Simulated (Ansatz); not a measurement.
Harmonic frequencies (cm⁻¹) at PBE0-D4/def2-TZVP from Ansatz: 46, 95, 149, 153, 250, 423, 443, 572, 686, 703, 761, 795, 1131, 1198, 1424, 2176, 3090, 3158.

Each molecule was computed in one conformer, which needn't be the lowest.

(1) Which molecule is it?
A. `Cl[CH2][GeH]([Cl])[Cl]`
B. `[CH3][Ge]([Cl])([Cl])[Cl]`
C. `O[SiH]1[NH][Al]1[Cl]`
D. `F[SiH]1[SiH2][GeH2]1`

Answers

(1) A.
